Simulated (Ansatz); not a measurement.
The Cd1–H2 bond of CdH3N (SMILES [NH2][CdH]) is stretched (multiplicity 1, the rest rigid).
Geometry at rest (charge 0, multiplicity 1):
```xyz
5

Cd    -0.193    -0.041    -0.227
H     -1.209    -0.236    -1.520
N      1.162     0.268     1.250
H      1.499    -0.576     1.699
H      0.850     0.890     1.987
```

Correlated levels freeze the cores.

Programs: Ansatz (Gaussian orbitals). Values without a source in brackets are computed. In def2 rows elements past Kr take small-core potentials, without spin–orbit coupling.

FIC-MRCISD+Q on CASSCF(2,2)/def2-TZVPP, total energies (hartree):

```
R (Å)       CASSCF       MRCISD  weight c² of the reference
-----  -----------  -----------  --------------------------
1.656  -223.071344  -223.653174                     0.89540
2.898  -223.000961  -223.568581                     0.89757
5.299  -222.969357  -223.537022                     0.89785
```

**Question.** Add the Davidson correction (E_MRCISD − E_CASSCF)(1 − c²)/c² and give the energies above the first point at the three levels.

**Answer.** 
Corrections (hartree): -0.067971, -0.064773, -0.064582. Above the first point (kcal/mol):
- R = 2.898 Å: CASSCF 44.2, MRCISD 53.1, with the correction 55.1
- R = 5.299 Å: CASSCF 64.0, MRCISD 72.9, with the correction 75.0

Ansatz is a program for electronic structure.
